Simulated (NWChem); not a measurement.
**SeO2 (selenium dioxide): the vertical ionisation energy from total energies**

SeO2: 3 atoms, total charge 0, spin state singlet. As SMILES, `O=[Se]=O`. The shape comes from GFN2-xTB, which is rough for such elements, and wasn't checked as a minimum.

| atom | x (Å) | y (Å) | z (Å) |
| --- | --- | --- | --- |
| O | 1.2789 | 0.0000 | 0.6164 |
| Se | 0.0000 | 0.0000 | -0.2901 |
| O | -1.2789 | 0.0000 | 0.6164 |

Both states at this one shape; open shells run unrestricted unless said. 1 Eh = 27.2114 eV.

```
                                 level  program  singlet SeO2 (Eh)  doublet [SeO2]+ (Eh)
    SPW92/6-31G* (Cartesian functions)   NWChem       -2547.161218          -2546.724497
   CAM-PBE0/SBKJC-VDZ (core potential)   NWChem         -40.962218            -40.509912
mPW2PLYP/6-31G** (spherical functions)   NWChem       -2551.143915          -2550.715794
```

Question: Work out the vertical ionisation energy at each level.

Answer: 
1. SPW92/6-31G* (Cartesian functions): -2546.724497 − (-2547.161218) = 0.436721 Eh = 11.88 eV.
2. CAM-PBE0/SBKJC-VDZ (core potential): -40.509912 − (-40.962218) = 0.452306 Eh = 12.31 eV.
3. mPW2PLYP/6-31G** (spherical functions): -2550.715794 − (-2551.143915) = 0.428121 Eh = 11.65 eV.

No measured value is set beside it here; the levels span 11.65 to 12.31 eV. All-electron rows are non-relativistic unless named.
